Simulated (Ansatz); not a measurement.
Reaction (formal exchange of groups at the Si–N bond): `CC(C)N[Si](Cl)(Cl)Cl` + `FBF` → `FB(F)[Si](Cl)(Cl)Cl` + `CC(C)N`

Isolated molecules relaxed with PBE0-D4/def2-TZVP in Ansatz; ΔE leaves out vibrations. CCSD(T)/CBS is the MP2 limit (def2-TZVPP, def2-QZVPP) plus CCSD(T) − MP2 in def2-TZVPP, frozen cores. This one scheme is used for every species. Functionals use def2-TZVPP. Each species was taken in one conformer, which may not be the lowest.

Problem. Is it downhill or uphill in electronic energy at CCSD(T)/CBS, and by how much? (An estimate is asked.)

Solution. Computed: Uphill: ΔE = +107.6 kJ/mol.

Problem. What do these levels give: LDA (SPW92), BLYP, r2SCAN, PBE0, r2SCANh, MP2/CBS(def2)? (Estimate.)

Solution. Computed: LDA (SPW92) 93.2, BLYP 84.5, r2SCAN 97.9, PBE0 89.8, r2SCANh 100.0, MP2/CBS(def2) 118.1 kJ/mol.

Largest T1 diagnostic among the species: 0.013.

From PBE to PBE0 (25 % exact exchange), in def2-TZVPP and without D4, ΔE moves by +9.7 kJ/mol. Leaving LDA and LC-ωPBE aside and taking each functional with its dispersion term where it has one, the values, not all of them listed here, spread over 26.2 kJ/mol, from PBE-D4 to BHLYP-D4. LDA lies +13.1 kJ/mol from PBE without D4.
